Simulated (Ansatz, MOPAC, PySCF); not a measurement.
Dimer: H2S (SMILES S) (first 3 atoms) with AsH3 (SMILES [AsH3]); geometry from B3LYP-D3(BJ)/def2-TZVP, rigid monomers moved along the line of their centres of mass till S1···As4 is 4.34 Å.
(charge 0, multiplicity 1):
```xyz
7

S      0.5924     0.2536    -0.7813
H     -0.3709     1.0690    -0.3243
H     -0.2505    -0.7879    -0.8633
As    -0.4263    -0.3973     3.3898
H      0.1288    -1.7494     2.9611
H     -0.4493    -0.8050     4.8619
H      0.9666     0.2051     3.5108
```

Counterpoise-corrected where a basis set is named; no monomer relaxation. Rows marked so take none.

Correlated levels freeze the cores. Filled d and f shells under p-block atoms count as core. Rows in 6-31G*, LANL2DZ carry no dispersion term and start afresh at each structure (6-31G* with six Cartesian d functions); the Pople sets are all-electron and without relativity. MP2/6-31G* freezes PySCF's default core, which leaves 3d correlated. LANL2DZ brings its own core potentials from Na on. The state that PM7 reach isn't checked; PM7 holds dispersion and hydrogen-bond terms.

Run with Ansatz (a first-principles code) with Gaussian orbitals; MOPAC for PM7 (differences of heats of formation); PySCF for 6-31G* rows, LANL2DZ rows, the dispersion terms. 

```
level                            interaction energy (kcal/mol)
-------------------------------  -----------------------------
PM7                                                      -0.94
HF/6-31G*                                                -0.20
B3LYP/6-31G* (no counterpoise)                           -0.48
B3LYP/LANL2DZ (no counterpoise)                          -0.60
B3LYP-D4/def2-TZVPPD                                     -1.05
M06-2X/6-31G* (no counterpoise)                          -1.16
MP2/6-31G*                                               -0.58
MP2/6-31G* (no counterpoise)                             -0.97
CCSD(T)/def2-TZVPPD                                        [?]
```

Fill in the missing entries.


- CCSD(T)/def2-TZVPPD, interaction energy (kcal/mol): -0.86
